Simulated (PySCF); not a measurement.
## Ag₃: calculation against measurement

Isolated Ag₃, optimised in PySCF with density fitting and no spin–orbit coupling; def2 sets carry scalar-relativistic core potentials from Rb on. It is a doublet of C2v symmetry: B3LYP/def2-TZVP Ag–Ag 2.672 Å (×2), Ag–Ag–Ag 131.7°.

Measured fundamentals (Jacox, Vibrational and Electronic Energy Levels of Polyatomic Transient Molecules, as compiled in the NIST Chemistry WebBook) beside computed harmonic wavenumbers, in cm⁻¹:

```csv
mode as compiled,computed symmetry,measured,medium,B3LYP/def2-TZVP
a1' sym. stretch,a1,121,gas,123
e' deformation,b2,67,gas,159
```

Question: How close does the calculation come?

Answer: Mean absolute differences: B3LYP/def2-TZVP 69.5 %. The mean ratio of measured to computed values at B3LYP/def2-TZVP is 0.703. Harmonic values should lie a little above fundamentals. Differences this large suggest that the computed state or structure is not the one observed, or that an assignment is in doubt.

The softest mode, 16 cm⁻¹, is close to the numerical noise. With open d or f shells other occupations or spin states may lie lower.
